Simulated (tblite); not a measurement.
**Question.** Write Cartesian coordinates for `FC(/C(=C/C#C)O[SiH3])F` as optimised with GFN2-xTB.

**Answer.** 
```xyz
15
C5H6F2OSi angstrom
C     -2.4628   -1.3406   -0.7533
C     -1.2814   -1.2565   -0.5467
C      0.1043   -1.2299   -0.3201
C      0.8057   -0.1705    0.1039
O      0.3630    1.0567    0.3908
Si    -1.0669    1.8514    0.3082
C      2.3008   -0.3005    0.3051
F      2.5968   -1.2636    1.2150
F      2.9204   -0.6819   -0.8417
H     -3.4947   -1.4062   -0.9295
H      0.6360   -2.1534   -0.5048
H     -1.5727    1.8422   -1.0611
H     -2.0326    1.2650    1.2322
H     -0.5708    3.1515    0.7371
H      2.7505    0.6441    0.6430
```

Orientation and origin are arbitrary. Atoms count from 1 in this order. The 4 C–C bonds span 1.202 Å (C1≡C2, drawn triple) to 1.514 Å (C4–C7, drawn single), a spread of 0.312 Å. O5 (silyl ether oxygen) is bent (angle 136.4°). Of the pairs four or more bonds apart, C2···Si6 is among the closest relative to their van der Waals radii: 3.23 Å, 85 % of the sum of Bondi's values. Si6 (oxygen-bound silicon) has angles from 96.9° to 113.6°.

Bonds between heavy atoms (Å): C1≡C2 1.202, C2–C3 1.404, C3=C4 1.339, C4–O5 1.336, O5–Si6 1.638, C4–C7 1.514, C7–F8 1.358, C7–F9 1.358.

Computed geometry: GFN2-xTB, gas phase.

Point group: near Cs, missed by 0.10 Å at most; the miss may be what the optimiser left on a soft mode. Its GFN2-xTB frequencies are all real (lowest 18 cm⁻¹). The numbers are those of one conformer (C3–C4–O5–Si6 -4°, C3–C4–C7–F8 -59°). 3 starts were optimised and ended at 0.00, 1.13 and 1.22 kcal/mol (GFN2-xTB); the lowest of these is shown.
